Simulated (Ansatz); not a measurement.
Input file for Ansatz (a program for electronic structure): U-wB97M-V/def2-TZVPP on TaCl, 2S+1 = 3, a spin state set in the input, which need not be the lowest, a point of a bond scan (R = 2.271 Å). Elements past Kr take the def2 small-core potentials; no spin–orbit coupling.

Ansatz 0.2 input:
```yaml
crystal:
  periodic: [false, false, false]
  atoms:
    - {symbol: Ta, position_ang: [0.00000000, 0.00000000, 0.00000000]}
    - {symbol: Cl, position_ang: [0.00000000, 0.00000000, 2.27064600]}
basis:
  gaussian:
    orbitals: def2-TZVPP
    pivot_positions_ang: [[0.00000000, 0.00000000, 0.00000000], [0.00000000, 0.00000000, 2.27064600]]
hamiltonian:
  xc: {name: wB97M-V}
magnetization: {spin_polarized: true, initial_magnetization: 2}
output: {forces: true, orbitals: {seedname: ./end}}
```

The log:

```
WARN ansatz: RAYON_NUM_THREADS=1 ignored (pool sized by the plan → 1); use --threads N
Functional definition: wB97M-V
integrals: 0.04 GiB planned
656 factors; their error is unknown
integrals: 0.08 GiB planned
144 factors; integrals over basis functions are off by at most 9.9e-6 eV
mean field: 0.59 GiB planned
mean field evaluation 1: about -14068.3443 eV, gradient 1.1e1 eV
mean field evaluation 2: about -14068.6656 eV, gradient 1.0e1 eV
mean field evaluation 4: about -14069.2025 eV, gradient 7.2e-1 eV
mean field evaluation 8: about -14069.2616 eV, gradient 1.5e-1 eV
mean field evaluation 16: about -14069.2785 eV, gradient 7.5e-3 eV
mean field evaluation 32: about -14069.3475 eV, gradient 3.9e-2 eV
mean field evaluation 64: about -14069.0236 eV, gradient 2.0e0 eV
mean field -14069.34731318 eV, -517.0389772133 hartree, gradient 1.0e-5 eV, S^2 2.068200; 8 other end points of the search recorded, 0 dependent functions left out
the calculation of the forces begins
reference -14069.34735091 eV, -517.0389785999 hartree; 16, 14 occupied and 82, 84 virtual orbitals, 656 factors
Total energy: -14069.34735091 eV, -517.0389785999 hartree
Atom 0 at     0.000000     0.000000     0.000000 Å, force    -0.000001     0.000000     0.258020 eV/Å
Atom 1 at     0.000000     0.000000     2.270646 Å, force     0.000001    -0.000000    -0.258020 eV/Å
Dipole moment:    -0.000001     0.000000    -0.364979 e Å
```

Self-consistency was reached.

Cost: about 50 core-seconds (a rough figure).
